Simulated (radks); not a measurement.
Results of a calculation; reference values are marked as such.
Task: All-electron atom: Sb4+ in [Kr] 4d10 5s1. Level of theory: Dirac Kohn-Sham, SOGGA, spin-unpolarised, spherical densities, point nucleus (a radial shooting solver on a logarithmic mesh with Libxc functionals).

Spin-orbit splittings of the eigenvalues, e(l+1/2) - e(l-1/2), with zeta = 2 splitting/(2l+1) and mean radii in bohr:

| shell | occ. | splitting (eV) | zeta (eV) | <r> j=l-1/2 | <r> j=l+1/2 |
|---|---|---|---|---|---|
| 2p | 6 | 251.6 | 167.8 | 0.1033 | 0.1088 |
| 3p | 6 | 46.44 | 30.96 | 0.3209 | 0.3323 |
| 3d | 10 | 9.654 | 3.861 | 0.3034 | 0.3070 |
| 4p | 6 | 8.638 | 5.758 | 0.8309 | 0.8597 |
| 4d | 10 | 1.277 | 0.5107 | 1.005 | 1.016 |
| 4f | 0 | 0.01911 | 0.005460 | 2.637 | 2.643 |
| 5p | 0 | ? | ? | 2.190 | 2.253 |
| 5d | 0 | 0.1547 | 0.06187 | 2.956 | 2.976 |

Estimate the 5p splitting.

Result: 1.210 eV (zeta = 0.8064 eV).
